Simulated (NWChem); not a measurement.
System: I cation, triplet

NWChem input:

```
start job
memory heap 200 mb stack 700 mb global 900 mb
charge 1
geometry units angstroms noautoz
  I      0.000000     0.000000     0.000000
end
basis spherical
  * library def2-svp
end
ecp
  I library def2-ecp
end
dft
  odft
  mult 3
  xc r2scan
  grid xcoarse
  iterations 150
  mulliken
end
task dft gradient
```

NWChem printed, in part:

```
             Northwest Computational Chemistry Package (NWChem) 7.3.0
             --------------------------------------------------------

                             Geometry "geometry" -> ""
                             -------------------------

 Output coordinates in angstroms (scale by  1.889725989 to convert to a.u.)

  No.       Tag          Charge          X              Y              Z
 ---- ---------------- ---------- -------------- -------------- --------------
    1 I                   53.0000     0.00000000     0.00000000     0.00000000

 Effective nuclear repulsion energy (a.u.)       0.0000000000

                                 NWChem DFT Module
                                 -----------------

 Summary of "ao basis" -> "ao basis" (spherical)
 ------------------------------------------------------------------------------
       Tag                 Description            Shells   Functions and Types
 ---------------- ------------------------------  ------  ---------------------
 I                          def2-svp                10       26   4s4p2d

            General Information
            -------------------
          SCF calculation type: DFT
          Wavefunction type:  spin polarized.
          No. of atoms     :     1
          No. of electrons :    24
           Alpha electrons :    13
            Beta electrons :    11
          Charge           :     1
          Spin multiplicity:     3
          Use of symmetry is: off; symmetry adaption is: off
          Maximum number of iterations: 150
          AO basis - number of functions:    26
                     number of shells:    10
          Convergence on energy requested:  1.00D-06
          Convergence on density requested:  1.00D-05
          Convergence on gradient requested:  5.00D-04

              XC Information
              --------------
                      r^2SCAN Method XC Functional
               r^2SCAN metaGGA Exchange Functional  1.000
                     r^2SCAN Correlation Potential  1.000

             Grid Information
             ----------------
          Grid used for XC integration:  xcoarse
          Radial quadrature: Mura-Knowles
          Angular quadrature: Lebedev.
          Tag              B.-S. Rad. Rad. Pts. Rad. Cut. Ang. Pts.
          ---              ---------- --------- --------- ---------
          I                   1.40       84           4.0       194
          Grid pruning is: on
          Number of quadrature shells:    84
          Spatial weights used:  Erf1

      Superposition of Atomic Density Guess
      -------------------------------------

 Sum of atomic energies:        -347.12711987

 Renormalizing density from      25.00 to     24

      Non-variational initial energy
      ------------------------------

 Total energy =    -293.123111
 1-e energy   =    -496.712840
 2-e energy   =     203.589729
 HOMO         =      -0.775298
 LUMO         =      -0.775298

     ---------------------------------------------
      Total Density - Mulliken Population Analysis
     ---------------------------------------------

    Atom       Charge   Shell Charges
 -----------   ------   -------------------------------------------------------
    1 I   25    24.00   1.83  0.24  1.56  0.38  2.92  3.17  2.58  1.34  9.94  0.06

     --------------------------------------------
      Spin Density - Mulliken Population Analysis
     --------------------------------------------

    Atom       Charge   Shell Charges
 -----------   ------   -------------------------------------------------------
    1 I   25     2.00   0.00  0.00  0.00  0.00 -0.08  0.09  1.32  0.67  0.00 -0.00

   convergence    iter        energy       DeltaE   RMS-Dens  Diis-err
 ---------------- ----- ----------------- --------- --------- ---------
 d= 0,ls=0.0,diis     1   -297.3465600218 -2.97D+02  1.72D-02  2.63D-01
                                                     1.46D-02  2.35D-01
 d= 0,ls=0.0,diis     2   -297.3856697588 -3.91D-02  7.87D-03  4.80D-02
                                                     7.33D-03  4.24D-02
 d= 0,ls=0.0,diis     3   -297.3967716606 -1.11D-02  7.37D-04  1.97D-04
                                                     7.59D-04  1.51D-04
 d= 0,ls=0.0,diis     4   -297.3968468584 -7.52D-05  3.85D-05  3.88D-07
                                                     2.55D-05  3.53D-07
 d= 0,ls=0.0,diis     5   -297.3968470322 -1.74D-07  2.90D-06  1.16D-09
                                                     1.16D-05  5.04D-10
 d= 0,ls=0.0,diis     6   -297.3968470366 -4.45D-09  1.33D-06  5.11D-10
                                                     1.25D-05  3.27D-10
 d= 0,ls=0.0,diis     7   -297.3968470410 -4.37D-09  2.46D-06  5.24D-10
                                                     2.34D-05  3.26D-10
 d= 0,ls=0.0,diis     8   -297.3968470329  8.07D-09  6.41D-05  4.91D-10
                                                     6.09D-04  3.05D-10
 d= 0,ls=0.0,diis     9   -297.3968469125  1.20D-07  3.96D-06  3.20D-10
                                                     3.74D-05  1.45D-10
 d= 0,ls=0.0,diis    10   -297.3968469106  1.83D-09  2.13D-06  2.01D-10
                                                     2.00D-05  9.79D-11
 d= 0,ls=0.0,diis    11   -297.3968469101  5.49D-10  1.14D-06  1.07D-10
                                                     1.07D-05  5.71D-11
 d= 0,ls=0.0,diis    12   -297.3968469110 -9.48D-10  1.25D-05  9.52D-11
                                                     1.15D-04  4.97D-11
 d= 0,ls=0.0,diis    13   -297.3968469184 -7.40D-09  5.84D-06  2.33D-11
                                                     5.42D-05  1.18D-11
 d= 0,ls=0.0,diis    14   -297.3968469194 -9.75D-10  1.55D-06  5.52D-13
                                                     1.42D-05  2.39D-13
 d= 0,ls=0.0,diis    15   -297.3968469194 -2.43D-11  2.11D-07  3.98D-14
                                                     1.94D-06  1.83D-14

         Total DFT energy =     -297.396846919441
      One electron energy =     -509.038228271508
           Coulomb energy =      233.689301068271
    Exchange-Corr. energy =      -22.047919716204
 Nuclear repulsion energy =        0.000000000000

 Numeric. integr. density =       23.999999401800

                    DFT Final Alpha Molecular Orbital Analysis
                    ------------------------------------------

 Vector   11  Occ=1.000000D+00  E=-6.227392D-01
              MO Center= -1.7D-13, -1.3D-12,  2.3D-13, r^2= 1.7D+00
   Bfn.  Coefficient  Atom+Function         Bfn.  Coefficient  Atom+Function
  ----- ------------  ---------------      ----- ------------  ---------------
    13      0.678472  1 I  pz                16      0.380801  1 I  pz
    11     -0.333239  1 I  px                10     -0.250486  1 I  pz
     7     -0.203437  1 I  pz                14     -0.187034  1 I  px
     8      0.123029  1 I  px                 5      0.099920  1 I  px

 Vector   12  Occ=1.000000D+00  E=-6.227356D-01
              MO Center=  3.5D-14,  2.0D-12, -1.8D-13, r^2= 1.7D+00
   Bfn.  Coefficient  Atom+Function         Bfn.  Coefficient  Atom+Function
  ----- ------------  ---------------      ----- ------------  ---------------
    12      0.755890  1 I  py                15      0.424255  1 I  py
     9     -0.279068  1 I  py                 6     -0.226650  1 I  py

 Vector   13  Occ=1.000000D+00  E=-5.717829D-01
              MO Center=  1.1D-13, -1.4D-12, -1.5D-13, r^2= 1.7D+00
   Bfn.  Coefficient  Atom+Function         Bfn.  Coefficient  Atom+Function
  ----- ------------  ---------------      ----- ------------  ---------------
    11      0.655515  1 I  px                14      0.402563  1 I  px
    13      0.321963  1 I  pz                 8     -0.245648  1 I  px
     5     -0.198552  1 I  px                16      0.197723  1 I  pz
    10     -0.120652  1 I  pz                 7     -0.097521  1 I  pz

 Vector   14  Occ=0.000000D+00  E=-3.470213D-02
              MO Center=  2.3D-13, -9.2D-12, -1.3D-12, r^2= 3.3D+00
   Bfn.  Coefficient  Atom+Function         Bfn.  Coefficient  Atom+Function
  ----- ------------  ---------------      ----- ------------  ---------------
     3      2.341007  1 I  s                  4     -2.096120  1 I  s
     2     -0.424780  1 I  s                  1     -0.335918  1 I  s
    26      0.038045  1 I  d  2              25     -0.037377  1 I  d  1

 Vector   15  Occ=0.000000D+00  E= 2.570554D-02
              MO Center= -9.9D-14,  1.7D-12,  2.0D-13, r^2= 1.7D+00
   Bfn.  Coefficient  Atom+Function         Bfn.  Coefficient  Atom+Function
  ----- ------------  ---------------      ----- ------------  ---------------
    24      0.745806  1 I  d  0              26      0.638319  1 I  d  2
    25      0.422995  1 I  d  1              19     -0.301887  1 I  d  0
    21     -0.258378  1 I  d  2              20     -0.171220  1 I  d  1

 Vector   16  Occ=0.000000D+00  E= 2.570558D-02
              MO Center= -1.0D-13,  1.7D-12,  2.0D-13, r^2= 1.7D+00
   Bfn.  Coefficient  Atom+Function         Bfn.  Coefficient  Atom+Function
  ----- ------------  ---------------      ----- ------------  ---------------
    23      0.959443  1 I  d -1              22     -0.471244  1 I  d -2
    18     -0.388363  1 I  d -1              17      0.190750  1 I  d -2

                     DFT Final Beta Molecular Orbital Analysis
                     -----------------------------------------

 Vector    9  Occ=1.000000D+00  E=-2.210747D+00
              MO Center=  3.1D-15,  2.8D-14,  5.8D-15, r^2= 2.7D-01
   Bfn.  Coefficient  Atom+Function         Bfn.  Coefficient  Atom+Function
  ----- ------------  ---------------      ----- ------------  ---------------
    21     -0.685553  1 I  d  2              20      0.673535  1 I  d  1
    19      0.204751  1 I  d  0              26     -0.032169  1 I  d  2
    25      0.031596  1 I  d  1

 Vector   10  Occ=1.000000D+00  E=-9.413723D-01
              MO Center=  2.7D-16, -2.7D-12, -4.0D-13, r^2= 1.2D+00
   Bfn.  Coefficient  Atom+Function         Bfn.  Coefficient  Atom+Function
  ----- ------------  ---------------      ----- ------------  ---------------
     3      1.016226  1 I  s                  1     -0.415661  1 I  s
     2     -0.389079  1 I  s                  4      0.260106  1 I  s

 Vector   11  Occ=1.000000D+00  E=-5.437084D-01
              MO Center=  1.6D-13, -1.2D-12, -9.9D-14, r^2= 1.8D+00
   Bfn.  Coefficient  Atom+Function         Bfn.  Coefficient  Atom+Function
  ----- ------------  ---------------      ----- ------------  ---------------
    11      0.641528  1 I  px                14      0.415612  1 I  px
    13      0.315094  1 I  pz                 8     -0.242922  1 I  px
    16      0.204133  1 I  pz                 5     -0.195559  1 I  px
    10     -0.119314  1 I  pz                 7     -0.096051  1 I  pz

 Vector   12  Occ=0.000000D+00  E=-5.158343D-01
              MO Center=  2.1D-15,  1.1D-12, -1.7D-13, r^2= 1.7D+00
   Bfn.  Coefficient  Atom+Function         Bfn.  Coefficient  Atom+Function
  ----- ------------  ---------------      ----- ------------  ---------------
    12      0.729520  1 I  py                15      0.448851  1 I  py
     9     -0.274124  1 I  py                 6     -0.219593  1 I  py

 Vector   13  Occ=0.000000D+00  E=-5.157898D-01
              MO Center= -1.3D-13, -1.1D-12,  9.5D-14, r^2= 1.7D+00
   Bfn.  Coefficient  Atom+Function         Bfn.  Coefficient  Atom+Function
  ----- ------------  ---------------      ----- ------------  ---------------
    13      0.654731  1 I  pz                16      0.402944  1 I  pz
    11     -0.321577  1 I  px                10     -0.246034  1 I  pz
     7     -0.197088  1 I  pz                14     -0.197912  1 I  px
     8      0.120842  1 I  px                 5      0.096802  1 I  px

 Vector   14  Occ=0.000000D+00  E=-1.585719D-03
              MO Center=  1.7D-13, -8.9D-12, -1.2D-12, r^2= 3.3D+00
   Bfn.  Coefficient  Atom+Function         Bfn.  Coefficient  Atom+Function
  ----- ------------  ---------------      ----- ------------  ---------------
     3      2.329680  1 I  s                  4     -2.094681  1 I  s
     2     -0.421269  1 I  s                  1     -0.332483  1 I  s
    26     -0.057288  1 I  d  2              25      0.055859  1 I  d  1

     ---------------------------------------------
      Total Density - Mulliken Population Analysis
     ---------------------------------------------

    Atom       Charge   Shell Charges
 -----------   ------   -------------------------------------------------------
    1 I   25    24.00   1.83  0.23  1.50  0.45  2.95  3.10  2.42  1.53  9.80  0.20

     --------------------------------------------
      Spin Density - Mulliken Population Analysis
     --------------------------------------------

    Atom       Charge   Shell Charges
 -----------   ------   -------------------------------------------------------
    1 I   25     2.00  -0.00 -0.00 -0.01  0.01 -0.08  0.10  1.26  0.72 -0.02  0.02

     -------------------------------------------
      Total Density - Lowdin Population Analysis
     -------------------------------------------

    Atom       Charge   Shell Charges
 -----------   ------   -------------------------------------------------------
    1 I   25    24.00   1.25  0.74  1.18  0.83  2.77  3.16  2.30  1.77  9.49  0.51

     ------------------------------------------
      Spin Density - Lowdin Population Analysis
     ------------------------------------------

    Atom       Charge   Shell Charges
 -----------   ------   -------------------------------------------------------
    1 I   25     2.00  -0.00 -0.00 -0.01  0.01 -0.00  0.14  1.02  0.85 -0.02  0.02

   alpha - beta orbital overlaps
   -----------------------------

   alpha      1      2      3      4      5      6      7      8      9     10
    beta      1      2      3      4      6      5      7      8      9     10
 overlap   1.000  1.000  1.000  1.000  1.000  1.000  1.000  1.000  1.000  0.999

   alpha     11     12     13     14     15     16     17     18     19     20
    beta     13     12     11     14     19     18     15     16     17     22
 overlap   1.000  1.000  1.000  0.992  1.000  1.000  1.000  1.000  0.991  1.000

   alpha     21     22     23     24     25     26
    beta     21     20     24     23     25     26
 overlap   1.000  1.000  1.000  1.000  1.000  1.000

     --------------------------
     Expectation value of S2:
     --------------------------
      <S2> =      2.0029 (Exact =     2.0000)

            General Information
            -------------------
          SCF calculation type: DFT
          Wavefunction type:  spin polarized.
          No. of atoms     :     1
          No. of electrons :    24
           Alpha electrons :    13
            Beta electrons :    11
          Charge           :     1
          Spin multiplicity:     3
          Use of symmetry is: off; symmetry adaption is: off
          Maximum number of iterations: 150
          AO basis - number of functions:    26
                     number of shells:    10
          Convergence on energy requested:  1.00D-06
          Convergence on density requested:  1.00D-05
          Convergence on gradient requested:  5.00D-04

              XC Information
              --------------
                      r^2SCAN Method XC Functional
               r^2SCAN metaGGA Exchange Functional  1.000
                     r^2SCAN Correlation Potential  1.000

[...]

                         DFT ENERGY GRADIENTS

    atom               coordinates                        gradient
                 x          y          z           x          y          z
   1 I       0.000000   0.000000   0.000000   -0.000000   0.000000  -0.000000
```

Level: r2SCAN/def2-SVP with def2 effective core potentials on I, spin-unrestricted. The open p shell is one determinant without spherical averaging. No stability test was run on the SCF state. def2 effective core potentials on I; no spin-orbit coupling.
